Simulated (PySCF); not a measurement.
**InC⁺: one state, many levels of theory**

State: ³Π (triplet), unpaired electrons σ ↑, π ↑. Set-up: PySCF, scalar-relativistic core potentials, basis sets In def2-SVP with ECP28, C def2-SVP. De refers to In⁺ + C in their high-spin ground configurations, without counterpoise correction. The functionals are run spin-unrestricted. A positive dipole points towards C; it is taken about the centre of mass and depends on that origin. Levels whose curve was spin-contaminated or gave no clean fit are not listed.

```tsv
Level	Re (Å)	ωe (cm⁻¹)	De (eV)	μ (D)
UHF-MP2	3.105	116	0.195	n/a
UHF-SCS-MP2	3.161	109	0.176	n/a
UHF-CCSD	3.088	115	0.195	n/a
UHF-CCSD(T)	3.047	121	0.209	n/a
PBE	2.839	165	0.426	0.97
revPBE	2.927	145	0.343	0.86
BLYP	2.912	153	0.370	0.91
TPSS	2.847	165	0.378	0.92
r²SCAN	2.842	166	0.362	0.96
PBE0	2.883	158	0.339	0.76
HSE06	2.872	163	0.355	0.80
```

Problem. Which functional lies closest to UHF-CCSD(T) in De, which farthest, and by how much do they differ from it?

Solution. Closest is PBE0 (-16.4 pm in Re, +30.6 % in ωe, +0.13 eV in De against UHF-CCSD(T) in the same basis), farthest PBE (-20.8 pm in Re, +36.4 % in ωe, +0.22 eV in De). CCSD(T) converges more slowly with the basis than the functionals do and binds too weakly in this one, so the order can change at the basis-set limit.

Problem. What does the step from GGA to meta-GGA do here, going from PBE to r²SCAN?

Solution. r²SCAN less PBE: +0.3 pm in Re, +0.6 % in ωe, -0.06 eV in De. 

Problem. What does the triples do here, going from UHF-CCSD to UHF-CCSD(T)?

Solution. UHF-CCSD(T) less UHF-CCSD: -4.1 pm in Re, +5.2 % in ωe, +0.01 eV in De. Correlation nearly always deepens the well. The bond shortens, as in weak, metallic or heavy-atom bonds, where dispersion and the correlation of outer-core electrons pull the atoms together.

Correlated steps freeze 5 core orbitals. The bond is weak. Basis-set superposition, not corrected here, can be much of De in a small basis, most of all at correlated wavefunction levels. These are scalar-relativistic numbers at best; spin–orbit coupling would shift them, the dissociation energy most. For an ion De counts to the pair picked by the measured ionisation energies or electron affinities, which need not be the lowest pair at this level. The state was picked by a PBE0 search and need not be the measured ground state.

The whole job (state search and all levels along the bond) took about 1.5 min on 1 thread of Arm Neoverse V1 (shared host), peak memory 0.5 GiB.
